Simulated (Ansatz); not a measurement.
C8H8O2 can be A, `CC(=O)Oc1ccccc1`, or B, `COC(=O)c1ccccc1`.

Calculated with Ansatz (gas phase, PBE0-D4/def2-TZVP geometries, no zero-point term in ΔE). CBS: MP2 limit from def2 TZ/QZ plus the TZ coupled-cluster correction, frozen cores. Functionals use def2-TZVPP. B3LYP here is the variant with VWN-RPA as its local correlation; programs differ in this. Each species was taken in one conformer, which may not be the lowest.

A:

```xyz
18

C     0.960   -1.791   -2.770
C     0.736   -0.629   -1.855
O     1.021    0.509   -2.081
O     0.156   -1.055   -0.703
C    -0.150   -0.136    0.287
C     0.339   -0.393    1.555
C     0.000    0.455    2.598
C    -0.818    1.550    2.367
C    -1.300    1.793    1.090
C    -0.972    0.950    0.040
H     1.611   -2.522   -2.287
H     1.412   -1.443   -3.695
H     0.011   -2.289   -2.977
H     0.975   -1.256    1.711
H     0.379    0.257    3.593
H    -1.081    2.214    3.183
H    -1.941    2.648    0.904
H    -1.340    1.137   -0.960
```

B:

```xyz
18

C    -2.816   -0.656   -1.840
O    -1.757   -0.685   -0.891
C    -0.853    0.294   -1.019
O    -0.920    1.143   -1.871
C     0.224    0.210   -0.002
C     1.221    1.180   -0.032
C     2.247    1.146    0.895
C     2.282    0.144    1.855
C     1.289   -0.825    1.886
C     0.260   -0.794    0.960
H    -3.375    0.277   -1.764
H    -3.454   -1.503   -1.599
H    -2.425   -0.749   -2.855
H     1.170    1.951   -0.790
H     3.023    1.903    0.871
H     3.086    0.117    2.581
H     1.317   -1.607    2.636
H    -0.519   -1.546    0.978
```

(1) Which isomer does CCSD(T)/CBS put lower? Give the gap. (An estimate is asked.)

(2) Give E(B) − E(A) in kJ/mol with HF/def2-TZVPP, PBE-D4, CCSD/def2-TZVPP, B3LYP-D4, B3LYP, r2SCAN-D4, LDA (SPW92). (An estimate is asked.)

Largest T1 diagnostic: 0.013.

Answers

(1) Computed: B, by 6.1 kJ/mol.

(2) The calculation gave: HF/def2-TZVPP -8.3, PBE-D4 -3.1, CCSD/def2-TZVPP -6.3, B3LYP-D4 -5.7, B3LYP -5.0, r2SCAN-D4 -3.5, LDA (SPW92) -2.2. None reverses the order clearly.

Leaving LDA and LC-ωPBE aside and taking each functional with its dispersion term where it has one, the values, not all of them listed here, spread over 4.3 kJ/mol, from BHLYP-D4 to ωB97M-V. At CCSD(T), def2-SVP lies −3.6 kJ/mol from the extrapolated value and def2-TZVPP −0.9 kJ/mol.
